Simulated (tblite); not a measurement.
A geometry optimisation, step by step.

C₆H₄NS (doublet state).
Numbering: `[H]/[N:8]=[CH:7]/[CH:6]=[C:5]\[C:3]([C:2]#[CH:1])=[S:4]` (hydrogens: H9 on C1; H10 on C6; H11 on C7; H12 on N8)
Bond orders are those of one Lewis drawing.

Computed with GFN2-xTB (tblite), gas phase: L-BFGS steps from a force-field or distance-geometry start until the largest atomic force falls under 0.01 eV/Å. 7 of its 122 geometries are shown.

Step 0: E = -565.5949 eV, largest atomic force 4.188 eV/Å
```
atom  x, y, z in Å  |  force x, y, z in eV/Å
C1     -2.330    0.695   -0.738   -0.523   0.891  -0.194
C2     -1.697   -0.293   -0.503    1.556  -1.134   0.559
C3     -0.942   -1.488   -0.208   -1.746  -0.596  -0.529
S4     -1.831   -2.888   -0.413   -0.008  -0.033   0.003
C5      0.387   -1.638    0.204   -2.744  -0.614  -0.784
C6      1.258   -0.731    0.410    3.826   1.300   1.099
C7      1.167    0.714    0.308    2.494   2.217   0.668
N8      2.218    1.430    0.593   -1.493  -0.599  -0.444
H9     -2.885    1.574   -0.944    0.092  -0.353   0.034
H10     2.268   -1.100    0.738   -0.669   0.701  -0.254
H11     0.284    1.256    0.019   -0.800  -0.587  -0.227
H12     2.103    2.469    0.506    0.016  -1.192   0.069
```

Step 20: E = -566.2985 eV, largest atomic force 0.391 eV/Å
```
atom  x, y, z in Å  |  force x, y, z in eV/Å
C1     -2.310    0.605   -0.651   -0.009   0.065   0.119
C2     -1.787   -0.401   -0.243   -0.093   0.061  -0.061
C3     -1.065   -1.627   -0.210   -0.258   0.051   0.011
S4     -1.870   -3.023   -0.644    0.123  -0.081  -0.163
C5      0.209   -1.352    0.149    0.049  -0.341  -0.042
C6      1.275   -0.636    0.377    0.036   0.141   0.102
C7      1.318    0.805    0.178    0.055   0.229   0.096
N8      2.329    1.465    0.531    0.311  -0.066   0.228
H9     -2.793    1.491   -0.945   -0.060  -0.045   0.105
H10     2.115   -1.048    0.917    0.028   0.028   0.146
H11     0.358    1.247   -0.079   -0.213   0.005  -0.319
H12     2.220    2.474    0.593    0.029  -0.047  -0.222
```

Step 40: E = -566.9303 eV, largest atomic force 0.394 eV/Å
```
atom  x, y, z in Å  |  force x, y, z in eV/Å
C1     -2.651    0.509   -0.278    0.001   0.215   0.128
C2     -2.019   -0.511   -0.340   -0.053  -0.164   0.064
C3     -1.056   -1.555   -0.419    0.280   0.277   0.011
S4     -1.234   -2.963   -1.375   -0.040   0.123   0.085
C5      0.038   -1.189    0.265   -0.186  -0.049  -0.140
C6      0.987   -0.448    0.753    0.296   0.010  -0.017
C7      1.512    0.722    0.034    0.132  -0.087   0.179
N8      2.382    1.430    0.604   -0.165  -0.158   0.057
H9     -3.147    1.432   -0.162   -0.145  -0.238  -0.132
H10     1.470   -0.625    1.709   -0.204   0.013  -0.088
H11     1.052    0.925   -0.938   -0.012  -0.034  -0.024
H12     2.667    2.273    0.122    0.097   0.091  -0.124
```

Step 60: E = -567.0963 eV, largest atomic force 0.231 eV/Å
```
atom  x, y, z in Å  |  force x, y, z in eV/Å
C1     -3.095    0.346   -0.217   -0.104   0.115  -0.001
C2     -2.139   -0.372   -0.302    0.074  -0.189  -0.020
C3     -1.045   -1.263   -0.439   -0.042  -0.087  -0.031
S4     -1.263   -2.645   -1.462    0.114   0.075   0.121
C5      0.050   -0.973    0.250   -0.009   0.121   0.026
C6      1.063   -0.376    0.806   -0.084   0.034   0.061
C7      1.825    0.619    0.047    0.005  -0.034  -0.116
N8      2.493    1.514    0.622    0.087  -0.200   0.077
H9     -3.908    1.001   -0.136   -0.077   0.031   0.000
H10     1.331   -0.526    1.846    0.037   0.019  -0.138
H11     1.711    0.523   -1.039   -0.001   0.005  -0.045
H12     2.978    2.151   -0.002    0.002   0.111   0.068
```

Step 81: E = -567.1796 eV, largest atomic force 0.232 eV/Å
```
atom  x, y, z in Å  |  force x, y, z in eV/Å
C1     -3.389    0.211   -0.274   -0.139   0.110   0.023
C2     -2.354   -0.396   -0.269    0.000   0.025  -0.051
C3     -1.149   -1.122   -0.363   -0.006  -0.109  -0.003
S4     -1.142   -2.619   -1.241   -0.019  -0.015  -0.040
C5     -0.033   -0.706    0.209   -0.030  -0.101  -0.020
C6      1.100   -0.311    0.694    0.167   0.132   0.093
C7      1.961    0.653    0.004    0.019  -0.020   0.018
N8      2.748    1.359    0.684   -0.035  -0.051  -0.075
H9     -4.279    0.770   -0.246    0.037  -0.077   0.004
H10     1.422   -0.585    1.693   -0.044   0.057  -0.029
H11     1.826    0.699   -1.085   -0.029   0.061   0.079
H12     3.289    2.046    0.168    0.080  -0.013   0.001
```

Step 101: E = -567.2220 eV, largest atomic force 0.042 eV/Å
```
atom  x, y, z in Å  |  force x, y, z in eV/Å
C1     -3.510    0.076   -0.259    0.021  -0.027  -0.006
C2     -2.419   -0.424   -0.303   -0.021   0.035   0.009
C3     -1.166   -1.068   -0.387    0.027  -0.015   0.028
S4     -1.090   -2.591   -1.219    0.010  -0.012  -0.028
C5     -0.070   -0.574    0.164   -0.006   0.017   0.019
C6      1.036   -0.140    0.688   -0.022  -0.017  -0.028
C7      1.988    0.737    0.014    0.029   0.008   0.020
N8      2.998    1.132    0.650   -0.024  -0.024   0.013
H9     -4.459    0.520   -0.207   -0.018   0.016  -0.006
H10     1.311   -0.405    1.703    0.004   0.008  -0.002
H11     1.743    0.994   -1.024   -0.014  -0.009   0.015
H12     3.640    1.741    0.153    0.016   0.019  -0.034
```

Step 121: E = -567.2242 eV, largest atomic force 0.006 eV/Å
```
atom  x, y, z in Å  |  force x, y, z in eV/Å
C1     -3.518    0.069   -0.277    0.004  -0.005   0.000
C2     -2.420   -0.418   -0.293   -0.001   0.002   0.000
C3     -1.161   -1.053   -0.367   -0.001   0.004   0.002
S4     -1.052   -2.542   -1.258   -0.001  -0.003  -0.001
C5     -0.077   -0.572    0.217    0.001  -0.001   0.001
C6      1.041   -0.146    0.723    0.003   0.002   0.002
C7      1.974    0.734    0.026    0.003   0.005   0.000
N8      3.017    1.108    0.620   -0.003  -0.002  -0.005
H9     -4.469    0.511   -0.247   -0.002   0.002   0.000
H10     1.342   -0.417    1.728   -0.003  -0.001  -0.001
H11     1.683    1.007   -0.995    0.000  -0.001   0.000
H12     3.640    1.716    0.096    0.000   0.000   0.003
```

Problem. Summarise the path.

Solution. The energy falls by 37.57 kcal/mol from step 0 to step 121; nine tenths of that is first reached at step 56. It rises by more than 0.2 meV at step 32. The largest force goes from 4.188 to 0.006 eV/Å. Among the bonds C3–C5 changes most, from 1.399 to 1.322 Å; the atoms move by 1.288 Å rms after alignment.

Problem. Follow the three bonds and two angles with the largest change from start to end.

Solution. 
```tsv
step	E above end (kcal/mol)	largest force (eV/Å)	C3–C5 (Å)	C3=S4 (Å)	C7=N8 (Å)	C3–C5–C6 (°)	C6–C7–H11 (°)
0	37.57	4.188	1.399	1.671	1.303	128.4	124.9
5	26.47	0.575	1.398	1.652	1.256	138.8	118.5
11	25.49	0.158	1.399	1.655	1.257	143.2	113.5
16	24.06	0.823	1.395	1.676	1.263	151.2	113.3
21	20.88	0.304	1.351	1.665	1.258	158.1	113.3
26	18.31	0.493	1.353	1.696	1.261	156.9	114.0
32	13.60	1.132	1.339	1.698	1.261	161.6	117.9
37	9.26	0.444	1.331	1.707	1.257	161.7	117.1
42	6.30	0.333	1.336	1.713	1.257	160.0	115.1
47	5.35	0.209	1.330	1.715	1.256	162.0	114.0
53	4.33	0.344	1.328	1.724	1.255	162.1	113.4
58	3.40	0.405	1.327	1.720	1.258	162.7	113.1
63	2.54	0.276	1.325	1.730	1.254	168.9	114.5
68	1.93	0.207	1.327	1.729	1.255	169.1	115.4
74	1.50	0.177	1.325	1.734	1.255	171.8	115.8
79	1.16	0.182	1.322	1.737	1.255	177.1	114.8
84	0.79	0.191	1.325	1.740	1.259	177.2	114.7
89	0.40	0.230	1.323	1.735	1.258	177.8	114.7
95	0.10	0.114	1.323	1.738	1.258	178.0	115.4
100	0.06	0.091	1.323	1.737	1.258	177.4	115.6
105	0.04	0.019	1.322	1.738	1.257	177.2	115.4
110	0.03	0.059	1.322	1.738	1.258	176.7	115.4
116	0.00	0.025	1.322	1.739	1.257	175.9	115.1
121	0.00	0.006	1.322	1.739	1.257	175.7	115.2
```

The cost below is that of the whole relaxation. Time: 0.83 s wall. Hardware: Arm Neoverse V1, one thread, no GPU, on a shared host.
